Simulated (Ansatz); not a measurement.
Reaction (redistribution): `C=CB(C)[SiH3]` + `N[Si]O` → `C=CB(N)[SiH3]` + `C[Si]O`

Calculated with Ansatz (gas phase, PBE0-D4/def2-TZVP geometries, no zero-point term in ΔE). CCSD(T)/CBS adds triple-zeta CCSD(T) − MP2 to the extrapolated MP2 energy (def2 sets, frozen cores). This one scheme is used for every species. DFT in def2-TZVPP. Each species was taken in one conformer, which may not be the lowest.

```tsv
level	ΔE (kJ/mol)
B2PLYP	-15.7
HF/def2-TZVPP	-8.3
```

(1) What does CCSD(T)/CBS give? (An estimate is asked.)

Largest T1 diagnostic among the species: 0.014.

Results:

(1) Ansatz gave: -15.5 kJ/mol. The listed levels differ from it by -0.2, 7.2 kJ/mol.

In def2-TZVPP, CCSD(T) changes the Hartree–Fock value by −9.8 kJ/mol (the triples alone add −1.2 kJ/mol) and MP2 by −6.6 kJ/mol.
